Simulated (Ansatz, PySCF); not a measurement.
C6H4O2, SMILES C1C(=O)C=CC(C=1)=O.

Geometry optimised at PBE0-D3(BJ)/def2-SVP.

Vertical ionisation energy (IE) and electron affinity (EA) in eV. Rows of orbital energies are one-electron estimates. Where ΔSCF, EOM or ADC give a negative EA the extra electron is unbound and the value depends on the basis.

```
level                                                                   IE    EA
-------------------------------------------------------------------  -----  ----
−ε(HOMO), −ε(LUMO), PBE0/def2-TZVP (PySCF)                            7.94  3.66
−ε(HOMO), −ε(LUMO), PBE/def2-TZVP (PySCF)                             6.29  4.51
ΔSCF, PBE0/def2-SVPD (Ansatz), final states of multiplicity 2 and 2  10.01  1.89
ΔSCF, PBE/def2-SVPD (Ansatz), final states of multiplicity 2 and 2    9.33  1.86
```

**Question.** What vertical singlet–triplet gap does ΔSCF give with PBE0/def2-SVPD (Ansatz, an electronic-structure program) and with PBE/def2-SVPD (Ansatz)? (The exact figures need the calculation; the answer reports its results.)

**Answer.** 2.17 and 1.61 eV (triplet above singlet where positive).
